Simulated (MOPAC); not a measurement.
Input for MOPAC: PM7 on CH4BrF (a complex), monomers drawn apart or pushed together.

```
PM7 1SCF PRECISE CHARGE=0 THREADS=1
CH4BrF

F     -0.03944370 1    -0.14847424 1     0.64158482 1
H     -0.06251873 1    -0.64868843 1     1.43193789 1
C     -0.29554762 1     0.91273315 1     4.77127082 1
Br    -0.21733480 1    -1.05095795 1     4.70548252 1
H     -1.23400068 1     1.17876359 1     5.24350003 1
H     -0.24578302 1     1.26591535 1     3.74771697 1
H      0.55513972 1     1.24628946 1     5.35397030 1
```

The log:

```
*******************************************************************************
 **                                                                           **
 **                              MOPAC v23.2.5                                **
 **                                                                           **
 *******************************************************************************
 ** MOPAC's Digital Object Identifier: https://doi.org/10.5281/zenodo.6511958 **
 **                                                                           **
 ** Please cite the open-source release paper for use of this MOPAC version:  **
 ** J. E. Moussa and J. J. P. Stewart (2026)                                  **
 ** MOPAC: An open-source semiempirical molecular orbital program             **
 ** J. Open Source Softw., 11(119), 8025, https://doi.org/10.21105/joss.08025 **
 *******************************************************************************

                              PM7 CALCULATION RESULTS

 *******************************************************************************
 *  PM7        - The PM7 Hamiltonian to be used
 *
 *
 *
 *                 CHARGE ON SYSTEM = 0
 *
 *
 *
 *  PRECISE    - TIGHTER CRITERIA TO BE USED
 *  1SCF       - DO 1 SCF AND THEN STOP
 *  THREADS=1  - MULTI-THREADING NOT USED
 *  T=         - A TIME OF 172800.0 SECONDS REQUESTED
 *  DUMP=N     - RESTART FILE WRITTEN EVERY 7200.0 SECONDS REQUESTED
 *******************************************************************************
PM7 1SCF PRECISE CHARGE=0 THREADS=1
 CH4BrF

   ATOM   CHEMICAL          X               Y               Z
  NUMBER   SYMBOL      (ANGSTROMS)     (ANGSTROMS)     (ANGSTROMS)

     1       F         -0.03944370  *  -0.14847424  *   0.64158482  *
     2       H         -0.06251873  *  -0.64868843  *   1.43193789  *
     3       C         -0.29554762  *   0.91273315  *   4.77127082  *
     4      Br         -0.21733480  *  -1.05095795  *   4.70548252  *
     5       H         -1.23400068  *   1.17876359  *   5.24350003  *
     6       H         -0.24578302  *   1.26591535  *   3.74771697  *
     7       H          0.55513972  *   1.24628946  *   5.35397030  *



          CARTESIAN COORDINATES

    NO.       ATOM           X           Y           Z

     1         F         -0.0394     -0.1485      0.6416
     2         H         -0.0625     -0.6487      1.4319
     3         C         -0.2955      0.9127      4.7713
     4        Br         -0.2173     -1.0510      4.7055
     5         H         -1.2340      1.1788      5.2435
     6         H         -0.2458      1.2659      3.7477
     7         H          0.5551      1.2463      5.3540

 General Reference for PM7:
 "Optimization of Parameters for Semiempirical Methods VI: More Modifications to the
 NDDO Approximations and Re-optimization of Parameters", J. J. P. Stewart, J. Mol. Mod., 1:32, 19 (2013)
 https://link.springer.com/article/10.1007/s00894-012-1667-x

           Empirical Formula: C H4 F Br  =     7 atoms



      MOLECULAR POINT GROUP   :   Cs


      RHF CALCULATION, NO. OF DOUBLY OCCUPIED LEVELS = 11


 -------------------------------------------------------------------------------
 PM7 1SCF PRECISE CHARGE=0 THREADS=1
 CH4BrF



     1SCF WAS SPECIFIED, SO BFGS WAS NOT USED
     SCF FIELD WAS ACHIEVED


                              PM7 CALCULATION
                                                       MOPAC v23.2.5 Linux




          FINAL HEAT OF FORMATION =        -69.12566 KCAL/MOL =    -289.22176 KJ/MOL


          COSMO AREA              =        115.51 SQUARE ANGSTROMS
          COSMO VOLUME            =         94.29 CUBIC ANGSTROMS

          IONIZATION POTENTIAL    =         10.476433 EV
          HOMO LUMO ENERGIES (EV) =        -10.476  0.201
          NO. OF FILLED LEVELS    =         11
          MOLECULAR WEIGHT        =        114.9450         POINT GROUP:  Cs

          MOLECULAR DIMENSIONS (Angstroms)

            Atom       Atom       Distance
            H     7    F     1     4.95030
           Br     4    H     6     2.49343
            H     5    H     7     1.76112


          SCF CALCULATIONS        =          1





   ATOM   CHEMICAL          X               Y               Z
  NUMBER   SYMBOL      (ANGSTROMS)     (ANGSTROMS)     (ANGSTROMS)

     1       F         -0.03944370  *  -0.14847424  *   0.64158482  *
     2       H         -0.06251873  *  -0.64868843  *   1.43193789  *
     3       C         -0.29554762  *   0.91273315  *   4.77127082  *
     4      Br         -0.21733480  *  -1.05095795  *   4.70548252  *
     5       H         -1.23400068  *   1.17876359  *   5.24350003  *
     6       H         -0.24578302  *   1.26591535  *   3.74771697  *
     7       H          0.55513972  *   1.24628946  *   5.35397030  *

                             CARTESIAN COORDINATES

   1    F       -0.039443700    -0.148474240     0.641584820
   2    H       -0.062518730    -0.648688430     1.431937890
   3    C       -0.295547620     0.912733150     4.771270820
   4   Br       -0.217334800    -1.050957950     4.705482520
   5    H       -1.234000680     1.178763590     5.243500030
   6    H       -0.245783020     1.265915350     3.747716970
   7    H        0.555139720     1.246289460     5.353970300


           Empirical Formula: C H4 F Br  =     7 atoms



      MOLECULAR POINT GROUP   :   Cs


                  EIGENVALUES
 -40.21328 -26.76984 -23.43012 -17.22209 -15.66725 -15.66346 -15.39314 -15.37482
 -13.06464 -10.51481 -10.47643   0.20067   4.39227   4.84752   4.86445   5.66210
 257.19592 257.21908 257.25807 257.86205 257.86819


              NET ATOMIC CHARGES AND DIPOLE CONTRIBUTIONS

  ATOM NO.   TYPE          CHARGE      No. of ELECS.   s-Pop       p-Pop       d-Pop
    1          F          -0.300820        7.3008     1.96064     5.34018
    2          H           0.300331        0.6997     0.69967
    3          C          -0.385644        4.3856     1.09266     3.29298
    4         Br          -0.110727        7.1107     1.96077     5.14636     0.00360
    5          H           0.166265        0.8337     0.83374
    6          H           0.164311        0.8357     0.83569
    7          H           0.166285        0.8337     0.83372
 DIPOLE           X         Y         Z       TOTAL
 POINT-CHG.    -0.106     1.083     1.220     1.634
 HYBRID        -0.007    -0.052     0.173     0.181
 SUM           -0.113     1.030     1.393     1.736


          ATOMIC ORBITAL ELECTRON POPULATIONS

     Atom    s        px        py        pz      x^2-y^2     xz        z^2       yz        xy
    1  F   1.96064   1.99960   1.81128   1.52930
    2  H   0.69967
    3  C   1.09266   1.19066   0.91410   1.18823
    4 Br   1.96077   1.99720   1.15216   1.99699   0.00159   0.00001   0.00055   0.00073   0.00072
    5  H   0.83374
    6  H   0.83569
    7  H   0.83372

 **********************
 *                    *
 * JOB ENDED NORMALLY *
 *                    *
 **********************




 == MOPAC DONE ==
```

The run finished.

Cost: roughly 0.04 core-seconds.
